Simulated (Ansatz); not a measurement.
`FB(Cl)C[SiH3]` + H–F → `FB(F)C[SiH3]` + HCl  (ligand exchange at a B–Cl bond)

Isolated molecules relaxed with PBE0-D4/def2-TZVP in Ansatz; ΔE leaves out vibrations. CCSD(T)/CBS adds triple-zeta CCSD(T) − MP2 to the extrapolated MP2 energy (def2 sets, frozen cores). This one scheme is used for every species. Functionals use def2-TZVPP. Each species was taken in one conformer, which may not be the lowest.

| level | ΔE (kJ/mol) |
| --- | --- |
| r2SCAN-D4 | -63.1 |
| r2SCAN | -64.0 |
| CCSD(T)/def2-TZVPP | -63.0 |
| SCS-MP2/def2-QZVPP | -59.7 |

Question: What does CCSD(T)/CBS give? (Best estimate.)

Answer: Computed: -58.6 kJ/mol. The listed levels differ from it by -4.5, -5.4, -4.4, -1.1 kJ/mol.

Largest T1 diagnostic among the species: 0.012.

The D4 term adds +6.4 kJ/mol with B3LYP and +3.4 kJ/mol with PBE0; it sums over pairs of atoms, weighted by their polarisabilities, and B3LYP, whose exchange is more repulsive, gets the larger term. In def2-TZVPP, CCSD(T) changes the Hartree–Fock value by +18.2 kJ/mol (the triples alone add +3.6 kJ/mol) and MP2 by +25.5 kJ/mol.

B3LYP here is the variant with VWN-RPA as its local correlation; programs differ in this.
